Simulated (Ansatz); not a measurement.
Basis-set extrapolation for `[CH3][Al]1[CH2][S]1` (PBE0-D4/def2-TZVP geometry, frozen core, Ansatz 0.2.0). Multiplicity 1, RHF reference.

|  | def2-TZVPP | def2-QZVPP |
| --- | --- | --- |
| HF | -718.150051 | -718.171570 |
| MP2 correlation | -0.593710 | -0.637127 |
| CCSD(T) correlation | -0.664456 | not run |

Energies in hartree. Use E(X) = E(∞) + A·exp(−7.88·√X) for Hartree–Fock and E(X) = E(∞) + B·X^(−2.97) for correlation, with X = 3 and 4, and add CCSD(T) minus MP2 of the smaller set to the MP2 limit.

**Question.** What is the CCSD(T) energy at the basis-set limit?

**Answer.** HF limit: -718.171570 + (-0.021519) × 0.13774 = -718.17453. MP2 limit: -0.637127 + (-0.043417) × 0.74074 = -0.66929. Higher-order term: -0.664456 − (-0.593710) = -0.07075. Total: -718.91457 hartree, 262.7 kJ/mol below CCSD(T)/def2-TZVPP.
